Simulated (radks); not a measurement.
The numbers below are computed, except where a source is named.
Ionisation ladder of caesium, from Cs22+ to Cs43+. Each ion is in the ground configuration listed by NIST, and IE = E(next ion) - E(this ion). Code: a radial shooting solver on a logarithmic mesh with Libxc functionals. Model: non-relativistic Kohn-Sham, TPSS, spin-polarised, spherical densities, point nucleus; open shells are filled with parallel spins first (spin-orbit coupling, left out, can overturn this in heavy ions); meta-GGA in the generalised Kohn-Sham scheme; relativity is left out, which matters for an element this heavy.

| species | configuration | E (hartree) | IE, Delta-SCF (eV) | -e(HOMO) (eV) | HOMO | IE, NIST (eV) | kind | error (eV) |
|---|---|---|---|---|---|---|---|---|
| Cs22+ | [Ar] 3d10 4s2 4p3 | -7341.8817 | 702.99 | 686.28 | 4p up | 700 | theory | +3.0 |
| Cs23+ | [Ar] 3d10 4s2 4p2 | -7316.0471 | 736.34 | 719.70 | 4p up | 753 | theory | -16.7 |
| Cs24+ | [Ar] 3d10 4s2 4p1 | -7288.9872 | 769.20 | 752.91 | 4p up | 791 | theory | -21.8 |
| Cs25+ | [Ar] 3d10 4s2 | -7260.7198 | 851.74 | 835.88 | 4s | 875 | theory | -23.3 |
| Cs26+ | [Ar] 3d10 4s1 | -7229.4189 | 889.45 | 873.38 | 4s up | 916.1 | semi-emp. | -26.6 |
| Cs27+ | [Ar] 3d10 | -7196.7321 | 1601.3 | 1560.9 | 3d | 1592 | theory | +9.3 |
| Cs28+ | [Ar] 3d9 | -7137.8864 | 1682.9 | 1641.9 | 3d down | 1672 | theory | +10.9 |
| Cs29+ | [Ar] 3d8 | -7076.0408 | 1765.7 | 1724.1 | 3d down | 1757 | theory | +8.7 |
| Cs30+ | [Ar] 3d7 | -7011.1524 | 1849.6 | 1807.5 | 3d down | 1848 | theory | +1.6 |
| Cs31+ | [Ar] 3d6 | -6943.1823 | 1934.3 | 1891.8 | 3d down | 1936 | theory | -1.7 |
| Cs32+ | [Ar] 3d5 | -6872.0981 | 2046.5 | 2002.2 | 3d up | 2029 | theory | +17.5 |
| Cs33+ | [Ar] 3d4 | -6796.8890 | 2136.1 | 2091.1 | 3d up | 2137 | theory | -0.9 |
| Cs34+ | [Ar] 3d3 | -6718.3890 | 2226.7 | 2181.2 | 3d up | 2230 | theory | -3.3 |
| Cs35+ | [Ar] 3d2 | -6636.5581 | 2318.4 | 2272.4 | 3d up | 2329 | theory | -10.6 |
| Cs36+ | [Ar] 3d1 | -6551.3596 | 2410.8 | 2364.5 | 3d up | 2422 | theory | -11.2 |
| Cs37+ | [Ar] | -6462.7640 | 2669.6 | 2629.2 | 3p | 2683 | theory | -13.4 |
| Cs38+ | [Ne] 3s2 3p5 | -6364.6596 | 2749.8 | 2709.8 | 3p down | 2767 | theory | -17.2 |
| Cs39+ | [Ne] 3s2 3p4 | -6263.6070 | 2828.6 | 2789.6 | 3p down | 2859 | theory | -30.4 |
| Cs40+ | [Ne] 3s2 3p3 | -6159.6580 | 2936.1 | 2894.5 | 3p up | 2945 | theory | -8.9 |
| Cs41+ | [Ne] 3s2 3p2 | -6051.7591 | 3018.8 | 2977.6 | 3p up | 3118 | theory | -99.2 |
| Cs42+ | [Ne] 3s2 3p1 | -5940.8193 | 3100.1 | 3059.8 | 3p up | 3214 | theory | -113.9 |
| Cs43+ | [Ne] 3s2 | -5826.8932 | 3268.4 | 3234.2 | 3s | 3392 | theory | -123.6 |

Reference values: NIST Atomic Spectra Database (exp. = measured, semi-emp. = semi-empirical, theory = theoretical value adopted there). The ionisation energy per charge of the ion left behind rises most, in proportion, at Cs27+ ([Ar] 3d10), from 32.943 to 57.188 eV. Relativity is left out here, which matters for elements this heavy. Open shells are spherical and high-spin; term and fine-structure splittings are not resolved.
